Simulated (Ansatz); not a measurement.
Process, species as SMILES: [Si](Cl)Cl (closed-shell singlet) → 2 Cl atom + Si atom
B3LYP-D3(BJ)/def2-TZVP geometries, fixed; electronic energies without zero-point terms.

Basis-set convergence of the atomisation energy at PBE with Ansatz (an electronic-structure program). Cartesian d functions, on some or all atoms, in 6-31+G*, 6-311+G**; all else is spherical. The program fits the integrals of some runs and decomposes those of others, by size. Open shells are unrestricted. No added dispersion term, no relativity. Functions are those of the species that has most. Reference: the value in aug-cc-pV(5+d)Z, 211.79 kcal/mol, itself unsure by roughly 0.04 kcal/mol (its mean distance from pcseg-4, aug-pcseg-3, aug-cc-pV(Q+d)Z). Deviations are taken from unrounded values.

```json
[
 {"basis": "pcseg-0", "functions": "39", "atomisation energy (kcal/mol)": "169.30", "minus reference (kcal/mol)": "-42.50"},
 {"basis": "pcseg-1", "functions": "54", "atomisation energy (kcal/mol)": "202.82", "minus reference (kcal/mol)": "-8.97"},
 {"basis": "6-31+G*", "functions": "69", "atomisation energy (kcal/mol)": "202.62", "minus reference (kcal/mol)": "-9.18"},
 {"basis": "aug-pcseg-1", "functions": "81", "atomisation energy (kcal/mol)": "205.98", "minus reference (kcal/mol)": "-5.81"},
 {"basis": "6-311+G**", "functions": "93", "atomisation energy (kcal/mol)": "202.32", "minus reference (kcal/mol)": "-9.47"},
 {"basis": "pcseg-2", "functions": "102", "atomisation energy (kcal/mol)": "208.68", "minus reference (kcal/mol)": "-3.11"},
 {"basis": "6-311++G(2d,2p)", "functions": "105", "atomisation energy (kcal/mol)": "209.08", "minus reference (kcal/mol)": "-2.71"},
 {"basis": "6-311++G(3df,3pd)", "functions": "141", "atomisation energy (kcal/mol)": "211.73", "minus reference (kcal/mol)": "-0.06"},
 {"basis": "aug-pcseg-2", "functions": "150", "atomisation energy (kcal/mol)": "211.13", "minus reference (kcal/mol)": "-0.66"},
 {"basis": "pcseg-3", "functions": "192", "atomisation energy (kcal/mol)": "211.62", "minus reference (kcal/mol)": "-0.17"},
 {"basis": "aug-pcseg-3", "functions": "267", "atomisation energy (kcal/mol)": "211.68", "minus reference (kcal/mol)": "-0.11"},
 {"basis": "pcseg-4", "functions": "315", "atomisation energy (kcal/mol)": "211.77", "minus reference (kcal/mol)": "-0.02"}
]
```

The smallest set listed that lies within 2 kcal/mol of the reference with all its larger relatives (same family, alike in diffuse functions; a set with none counts only in the reference's own line) is aug-pcseg-2 (150 functions, -0.66 kcal/mol off). Inside, with no larger relative to test it: 6-311++G(3df,3pd).
